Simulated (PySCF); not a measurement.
Al (SMILES [Al+]), charge +1, singlet; PBE0/cc-pVDZ (PySCF).

PySCF was given this input:
```python
from pyscf import gto, scf, dft

mol = gto.M(
    atom='''
Al    0.000000    0.000000    0.000000
''',
    basis='cc-pvdz',
    charge=1,
    spin=0,
    verbose=4,
)

mf = dft.RKS(mol)
mf.xc = 'pbe0'
mf.grids.atom_grid = (99, 590)
mf.grids.prune = None
mf.kernel()
```

Problem. What does PySCF print? Leave out banner, timings and long lists.

Solution. 
```
PySCF version 2.14.0

[INPUT] verbose = 4
[INPUT] num. atoms = 1
[INPUT] num. electrons = 12
[INPUT] charge = 1
[INPUT] spin (= nelec alpha-beta = 2S) = 0
[INPUT] symmetry False subgroup None
[INPUT] Mole.unit = angstrom
[INPUT] Symbol           X                Y                Z      unit          X                Y                Z       unit  Magmom
[INPUT]  1 Al     0.000000000000   0.000000000000   0.000000000000 AA    0.000000000000   0.000000000000   0.000000000000 Bohr   0.0

nuclear repulsion = 0
number of shells = 5
number of NR pGTOs = 41
number of NR cGTOs = 18
basis = cc-pvdz
ecp = {}

******** <class 'pyscf.dft.rks.RKS'> ********
method = RKS
initial guess = minao
damping factor = 0
level_shift factor = 0
DIIS = <class 'pyscf.scf.diis.CDIIS'>
diis_start_cycle = 1
diis_space = 8
diis_damp = 0
SCF conv_tol = 1e-09
SCF conv_tol_grad = None
SCF max_cycles = 50
direct_scf = True
direct_scf_tol = 1e-13
XC library pyscf.dft.libxc version 7.1.2
    S. Lehtola, C. Steigemann, M. J. T. Oliveira, and M. A. L. Marques,  SoftwareX 7, 1–5 (2018)
XC functionals = pbe0
    C. Adamo and V. Barone,  J. Chem. Phys. 110, 6158 (1999)
    M. Ernzerhof and G. E. Scuseria,  J. Chem. Phys. 110, 5029 (1999)
radial grids:
    Treutler-Ahlrichs [JCP 102, 346 (1995); DOI:10.1063/1.469408] (M4) radial grids

becke partition: Becke, JCP 88, 2547 (1988); DOI:10.1063/1.454033
pruning grids: None
grids dens level: 3
symmetrized grids: False
atomic radii adjust function: <function treutler_atomic_radii_adjust>
User specified grid scheme (99, 590)
small_rho_cutoff = 0
Set gradient conv threshold to 3.16228e-05
Initial guess from minao.
tot grids = 58416
init E= -242.201764778079
  HOMO = -0.301765513037873  LUMO = -0.0668501300283673  gap/eV = 6.39237
cycle= 1 E= -242.012035410018  delta_E= 0.19  |g|= 0.115  |ddm|= 0.407
  HOMO = -0.599866490445655  LUMO = -0.322618567668941  gap/eV = 7.54430
cycle= 2 E= -242.022187871314  delta_E= -0.0102  |g|= 0.0197  |ddm|= 0.592
  HOMO = -0.58086557083012  LUMO = -0.304202835032041  gap/eV = 7.52838
cycle= 3 E= -242.022247780481  delta_E= -5.99e-05  |g|= 0.000626  |ddm|= 0.0128
  HOMO = -0.579293301167819  LUMO = -0.302557310754124  gap/eV = 7.53037
cycle= 4 E= -242.022248047595  delta_E= -2.67e-07  |g|= 6.24e-06  |ddm|= 0.00325
  HOMO = -0.579295448050266  LUMO = -0.30256094346781  gap/eV = 7.53033
cycle= 5 E= -242.022248047609  delta_E= -1.41e-11  |g|= 4.38e-08  |ddm|= 2.11e-05
  HOMO = -0.579295423811835  LUMO = -0.302560899056973  gap/eV = 7.53033
Extra cycle  E= -242.022248047609  delta_E= 2.84e-14  |g|= 7.47e-09  |ddm|= 1.88e-07
converged SCF energy = -242.022248047609
```
